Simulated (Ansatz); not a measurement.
A nudged elastic band was laid between two geometries of C2H6AlFO2 (12 atoms, charge 0, multiplicity 1).

Computed with Ansatz, RKS CAM-B3LYP-D4/def2-SVP.

```yaml
movable_images: 5
climbing_image: yes
spring: 5.0 eV/Å²
optimiser: quadratic models (default)
start_path: through a guess of the saddle point
force_threshold: 0.03 eV/Å
iteration_limit: 60
end_points: relaxed
```

Initial state:

```xyz
12
Properties=species:S:1:pos:R:3
C 0.968 -0.019 1.290
O 0.298 -0.156 0.046
C -1.061 -0.694 -0.016
F -1.756 -0.086 0.986
O -1.450 -0.358 -1.221
Al -0.047 0.685 -1.722
H 1.114 -1.011 1.743
H 0.387 0.621 1.968
H 1.945 0.434 1.085
H -1.033 -1.776 0.218
H 0.908 0.057 -2.809
H -0.196 2.246 -1.534
```

Final state:

```xyz
12
Properties=species:S:1:pos:R:3
C 0.967 -0.063 1.289
O 0.277 -0.194 0.055
C -1.140 -0.554 0.025
F -1.742 0.200 0.987
O -1.492 -0.242 -1.199
Al 0.029 0.582 -1.760
H 1.996 0.235 1.055
H 0.979 -1.032 1.810
H 0.484 0.696 1.918
H -1.252 -1.613 0.324
H 0.886 -0.226 -2.811
H 0.085 2.157 -1.660
```

Task: What changes between the two ends?

Result: No bond is made or broken. The dihedral H8–C1–O2–C3 goes from -58 to 63°. The two ends are copies of one structure, up to a mirror image or an exchange of like atoms.

Task: What energy profile does the band end with?

Result: It converged. The highest image is number 3 of 0 to 6, 0.8 kcal/mol above the ends, which have the same energy within 2 meV. A vibrational analysis at the climbing image gives one clearly imaginary mode, 124i cm⁻¹: a first-order saddle point.

```json
{"image": "0", "path coordinate (Å)": "0.00", "energy (kcal/mol)": "0.0", "dihedral H8–C1–O2–C3 (°)": "-58"}
{"image": "1", "path coordinate (Å)": "0.62", "energy (kcal/mol)": "0.2", "dihedral H8–C1–O2–C3 (°)": "-42"}
{"image": "2", "path coordinate (Å)": "1.23", "energy (kcal/mol)": "0.5", "dihedral H8–C1–O2–C3 (°)": "-20"}
{"image": "3", "path coordinate (Å)": "1.85", "energy (kcal/mol)": "0.8", "dihedral H8–C1–O2–C3 (°)": "6"}
{"image": "4", "path coordinate (Å)": "2.41", "energy (kcal/mol)": "0.5", "dihedral H8–C1–O2–C3 (°)": "29"}
{"image": "5", "path coordinate (Å)": "2.97", "energy (kcal/mol)": "0.1", "dihedral H8–C1–O2–C3 (°)": "48"}
{"image": "6", "path coordinate (Å)": "3.53", "energy (kcal/mol)": "0.0", "dihedral H8–C1–O2–C3 (°)": "63"}
```

Task: What is the geometry of the highest image?

Result: 
```xyz
12
Properties=species:S:1:pos:R:3:forces:R:3
C 0.971 -0.038 1.285 0.00 0.00 -0.01
O 0.299 -0.180 0.038 0.01 -0.01 0.00
C -1.063 -0.718 -0.051 -0.03 0.01 0.01
F -1.757 -0.160 0.981 0.00 -0.01 -0.01
O -1.450 -0.323 -1.237 0.00 0.00 -0.01
Al -0.039 0.733 -1.690 0.00 0.00 0.01
H 1.942 -0.548 1.228 0.00 0.00 0.00
H 0.358 -0.481 2.078 0.00 0.00 0.00
H 1.118 1.029 1.503 0.00 0.00 0.00
H -1.035 -1.808 0.130 0.00 0.00 0.00
H 0.900 0.155 -2.818 0.00 0.00 0.00
H -0.167 2.283 -1.413 0.00 0.00 0.00
```

Task: What are the harmonic wavenumbers there?

Result: 124i, 100, 112, 227, 351, 396, 464, 555, 569, 643, 700, 710, 815, 928, 1083, 1160, 1178, 1221, 1297, 1353, 1441, 1465, 1477, 1492, 1962, 1971, 3076, 3080, 3177, 3195 cm⁻¹.

The run took 6.4 min on 2 threads of Arm Neoverse V1, with other jobs on the host, peak memory 0.35 GiB.
